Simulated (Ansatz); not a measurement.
Total energies of TiO₄ (the lowest singlet isomer of a short search) from Ansatz at PBE0-D4/def2-TZVP, gas phase (1 Eh = 27.2114 eV = 2625.5 kJ/mol). The reference geometry is relaxed at PBE0-D4/def2-SVP.

```xyz
5

Ti    0.000    0.000   -0.001
O    -1.520    0.036   -0.973
O    -1.449   -1.073   -0.066
O     1.168    0.911    1.030
O     1.801    0.125    0.010
```

| state | geometry | energy (Eh) |
| --- | --- | --- |
| charge 0 singlet | reference | -1149.90703 |
| charge 1 doublet | reference | -1149.54768 |
| charge 0 triplet | relaxed at PBE0-D4/def2-SVP | -1149.87145 |
| charge 0 quintet | relaxed at PBE0-D4/def2-SVP | -1149.82244 |
| free Ti atom (triplet) | – | -849.14317 |
| free O atom (triplet) | – | -75.01860 |

The structure holds 2 bonds between oxygen atoms, so isomers without such links may lie far lower.

Q: Work out the vertical ionisation energy to the doublet.

A: E(charge 1 doublet) − E(charge 0 singlet) = -1149.54768 − (-1149.90703) = 0.35935 Eh = 9.78 eV. For comparison, −ε of the highest occupied level is 7.66 eV at this level, 2.12 eV less.

Q: Which of the charge 0 states is lowest, and how far above it are the others?

A: The singlet. triplet: -1149.87145 − (-1149.90703) = 0.03558 Eh = 93.4 kJ/mol; quintet: -1149.82244 − (-1149.90703) = 0.08459 Eh = 222.1 kJ/mol.

Q: What is the binding energy per atom against free atoms?

A: Atoms: 1 × (-849.14317) + 4 × (-75.01860) = -1149.21757 Eh. Binding: -1149.21757 − (-1149.90703) = 0.68946 Eh = 18.76 eV, or 3.75 eV for each of 5 atoms (no zero-point energy, no counterpoise term).

At PBE0-D4/def2-TZVP the charge 1 doublet is spin-contaminated (final ⟨S²⟩ up to 1.00, 0.75 for a pure state). 

The structure comes from a short search, and lower isomers may exist.
